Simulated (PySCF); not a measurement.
# F+ (fluorine, charge +1) across methods

[He] 2s1 2p5, high-spin 3P determinant (an excited configuration). Computed with PySCF 2.14 in ANO-RCC-VTZP (4s3p2d1f, 30 functions), with the spin-free X2C one-electron Hamiltonian (Gaussian nucleus).

```json
{"method": "LDA", "E (hartree)": "-97.8585", "mean ε 2s α (eV)": "-48.931", "mean ε 2p α (eV)": "-30.166", "mean ε 2p β (eV)": "-26.323", "Σ⟨r²⟩ (bohr²)": "7.473", "⟨S²⟩": "2.003"}
{"method": "PBE0", "E (hartree)": "-98.4090", "mean ε 2s α (eV)": "-53.724", "mean ε 2p α (eV)": "-33.053", "mean ε 2p β (eV)": "-28.314", "Σ⟨r²⟩ (bohr²)": "7.399", "⟨S²⟩": "2.003"}
{"method": "r2SCAN", "E (hartree)": "-98.4552", "mean ε 2s α (eV)": "-51.610", "mean ε 2p α (eV)": "-31.125", "mean ε 2p β (eV)": "-26.664", "Σ⟨r²⟩ (bohr²)": "7.375", "⟨S²⟩": "2.004"}
{"method": "wB97M-V", "E (hartree)": "-98.4687", "mean ε 2s α (eV)": "-56.053", "mean ε 2p α (eV)": "-35.409", "mean ε 2p β (eV)": "-31.019", "Σ⟨r²⟩ (bohr²)": "7.444", "⟨S²⟩": "2.003"}
{"method": "PBE", "E (hartree)": "-98.4248", "mean ε 2s α (eV)": "-49.349", "mean ε 2p α (eV)": "-30.099", "mean ε 2p β (eV)": "-26.323", "Σ⟨r²⟩ (bohr²)": "7.442", "⟨S²⟩": "2.002"}
{"method": "revPBE", "E (hartree)": "-98.4925", "mean ε 2s α (eV)": "-49.417", "mean ε 2p α (eV)": "-30.072", "mean ε 2p β (eV)": "-26.298", "Σ⟨r²⟩ (bohr²)": "7.436", "⟨S²⟩": "2.002"}
{"method": "LC-wPBE", "E (hartree)": "-98.4557", "mean ε 2s α (eV)": "-55.472", "mean ε 2p α (eV)": "-35.617", "mean ε 2p β (eV)": "-31.565", "Σ⟨r²⟩ (bohr²)": "7.421", "⟨S²⟩": "2.002"}
{"method": "UHF", "E (hartree)": "-98.12529", "mean ε 2s α (eV)": "-66.120", "mean ε 2p α (eV)": "-41.216", "mean ε 2p β (eV)": "-32.885", "Σ⟨r²⟩ (bohr²)": "7.385", "⟨S²⟩": "2.008"}
```

(1) Estimate the same row for wB97X.

## Answers

(1) E (hartree) = -98.4816; mean ε 2s α (eV) = -55.868; mean ε 2p α (eV) = -35.376; mean ε 2p β (eV) = -31.028; Σ⟨r²⟩ (bohr²) = 7.377; ⟨S²⟩ = 2.003.
